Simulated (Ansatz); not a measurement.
Gas-phase electronic energies from Ansatz, PBE0-D4/def2-TZVP geometries. CBS: MP2 limit from def2 TZ/QZ plus the TZ coupled-cluster correction, frozen cores. This one scheme is used for every species. One conformer a species, not always the lowest.

Consider the ligand exchange at the Si–C bond: `O[Si](F)(Cl)CS` + HCl → `O[Si](F)(Cl)Cl` + CH₃SH.

```json
{"species": "`O[Si](F)(Cl)CS`", "CCSD(T)/CBS(def2) energy (Eh)": "-1362.25116"}
{"species": "HCl", "CCSD(T)/CBS(def2) energy (Eh)": "-460.38127"}
{"species": "`O[Si](F)(Cl)Cl`", "CCSD(T)/CBS(def2) energy (Eh)": "-1384.43664"}
{"species": "CH₃SH", "CCSD(T)/CBS(def2) energy (Eh)": "-438.22835"}
```

Problem. Work out ΔE.

Solution. ΔE = (-1384.43664) + (-438.22835) − (-1362.25116) − (-460.38127) = -0.03256 Eh = -85.5 kJ/mol.

Largest T1 diagnostic among the species: 0.011.

The D4 term adds +7.7 kJ/mol with B3LYP and +4.6 kJ/mol with PBE0; it sums over pairs of atoms, weighted by their polarisabilities, and B3LYP, whose exchange is more repulsive, gets the larger term. In def2-TZVPP, CCSD(T) changes the Hartree–Fock value by +19.3 kJ/mol (the triples alone add +1.9 kJ/mol) and MP2 by +15.9 kJ/mol.

B3LYP here is the variant with VWN-RPA as its local correlation; programs differ in this.
